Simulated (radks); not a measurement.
Task: All-electron atom: Ce VII in [Kr] 4d10 5s2 5p4. Calculated with a radial shooting solver on a logarithmic mesh with Libxc functionals: scalar-relativistic Kohn-Sham, LDA (Slater exchange, Perdew-Wang correlation), spin-polarised, spherical densities, finite nucleus; open shells are filled with parallel spins first (spin-orbit coupling, left out, can overturn this in heavy ions); Fermi nuclear charge, rms radius 4.8771 fm. Some entries of the table are withheld. Estimate them.

orbital,occ.,eigenvalue (eV),<1/r> (bohr^-1),<r> (bohr)
1s up,1,-40303.10,63.28,0.02459
1s down,1,-40302.92,63.28,0.02459
2s up,1,-6520.192,14.59,0.1053
2s down,1,-6520.085,14.59,0.1053
2p up,3,-5851.022,13.82,0.09240
2p down,3,-5850.871,13.82,0.09240
3s up,1,-1465.759,5.292,0.2790
3s down,1,-1465.599,5.292,0.2790
3p up,3,-1252.853,5.014,0.2770
3p down,3,-1252.679,5.014,0.2770
3d up,5,-949.3990,4.758,0.2537
3d down,5,-949.2349,4.758,0.2537
4s up,1,-357.2558,2.224,0.6350
4s down,1,-356.9283,2.224,0.6348
4p up,3,-287.3168,(1),0.6711
4p down,3,-286.9599,(2),0.6706
4d up,5,-186.4306,1.802,0.7346
4d down,5,-185.9734,1.805,0.7330
5s up,1,-108.1937,(3),1.413
5s down,1,-106.3832,(4),1.412
5p up,3,-88.1198,0.8456,1.562
5p down,1,-86.2822,0.8448,1.565

Result: 
(1) 4p up <1/r> (bohr^-1): 2.055
(2) 4p down <1/r> (bohr^-1): 2.056
(3) 5s up <1/r> (bohr^-1): 0.9449
(4) 5s down <1/r> (bohr^-1): 0.9472
